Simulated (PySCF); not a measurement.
# Electronic structure of La (lanthanum, neutral) at the r2SCAN level

Configuration: [Xe] 5d2 6s1, high-spin 4F determinant (an excited configuration). All numbers are calculated (PySCF 2.14, the spin-free X2C one-electron Hamiltonian (Gaussian nucleus), in cc-pVDZ-X2C (8s7p5d3f1g, 84 functions)).

* Total energy: -8492.47 hartree
* One-electron energy: -11577.72 hartree
* Hartree (Coulomb) energy: 3291.15 hartree
* Exchange-correlation energy: -205.90 hartree
* ⟨S²⟩: 3.7543
* ⟨L²⟩: 12.026
* Sum of ⟨r⟩: 43.68 bohr
* Sum of ⟨r²⟩: 87.36 bohr²
* Traceless quadrupole moment −½Σ⟨3z² − r²⟩ along its main axis: 0.00368 e·bohr²
* Langevin diamagnetic susceptibility: -69.2 ×10⁻⁶ cm³/mol
* Time after the integrals: roughly 8 core-seconds

```csv
shell,electrons,mean orbital energy (eV),spread (eV),"rms radius, mean of both spins (bohr)"
1s β,1,-38726.4,0,0.0286
1s α,1,-38726.4,0,0.0286
2s α,1,-6183.0,0,0.116
2s β,1,-6182.9,0,0.116
2p α,3,-5544.4,0,0.104
2p β,3,-5544.3,0,0.104
3s α,1,-1328.9,0,0.304
3s β,1,-1328.9,0,0.304
3p α,3,-1123.1,0,0.304
3p β,3,-1123.1,0,0.304
3d α,5,-824.76,0.035,0.282
3d β,5,-824.71,0.038,0.282
4s α,1,-269.96,0,0.695
4s β,1,-269.86,0,0.695
4p α,3,-202.42,0,0.739
4p β,3,-202.33,0,0.739
4d α,5,-103.73,0.013,0.828
4d β,5,-103.63,0.125,0.828
5s α,1,-38.075,0,1.67
5s β,1,-37.617,0,1.67
5p α,3,-21.498,0,1.94
5p β,3,-20.736,0,1.94
6s α,1,-3.417,0,4.84
5d α,2,-2.875,0.001,3.40
```

Spin-orbit coupling, absent here, splits the open shell strongly.

Densities and radii are taken from the X2C orbitals without a picture-change correction, which distorts them close to the nucleus.
